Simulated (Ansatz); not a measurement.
Two structures of GaH2Br, closed shell, reached by relaxing down either side of one saddle point (PBE0-D4/def2-TZVP). Energies are electronic, without zero-point energy. Computed with Ansatz 0.2.0 (basis: def2-TZVPP and def2-QZVPP); correlated methods freeze the cores. Filled d shells of the heavier atoms are correlated. The def2 sets are not built for correlating such inner shells, so the correlated values are less sure here. Extrapolation: Hartree–Fock as exp(−7.88 √X), correlation as X^−2.97. First:

Ga1  (-0.155, 0.052, 0.176)
Br2  (1.328, -0.443, -1.503)
H3  (0.364, 1.049, 1.252)
H4  (-1.537, -0.658, 0.075)
(Å)

Second:

```csv
atom,x (Å),y (Å),z (Å)
Ga1,-1.0883,-0.2914,0.3012
Br2,2.5425,0.6815,-0.7028
H3,1.1808,0.3170,-0.3257
H4,-2.6349,-0.7070,0.7272
```

Question: Which bonds change from the first to the second?

Answer: GaH₂Br ([GaH2][Br]) → GaH + HBr; bonds formed: Br2–H3; bonds broken: Ga1–Br2, Ga1–H3.

Question: Give the saddle point's structure and its height above each. (An estimate is asked for; the value comes from the calculation.)

Answer: The calculation gives: 228.8 kJ/mol above the first and 32.1 kJ/mol above the second (CCSD(T) at an estimated basis limit (MP2 extrapolated from triple and quadruple zeta, plus CCSD(T) − MP2 in triple zeta)).
```
4
angstrom
Ga -0.6883 0.1423 0.6546
Br 1.5470 -0.0143 -1.0372
H 0.8882 0.7037 0.4162
H -1.7469 -0.8316 -0.0336
```

No T1 diagnostic of these runs exceeds 0.013. The restricted Hartree–Fock reference is unstable towards an unrestricted one at one or more of these structures.

Labels in which every atom is bracketed show which atoms are joined, not bond orders.

For scale, one of the runs: CCSD(T)/def2-TZVPP, 124 basis functions, launched by `ansatz run in.yaml --threads 2 --pin off --events-out ev --progress --plain --max-ram 4352MiB`. Hardware: 2 CPU threads of an Arm Neoverse V2, shared host. Wall time about 11 s.
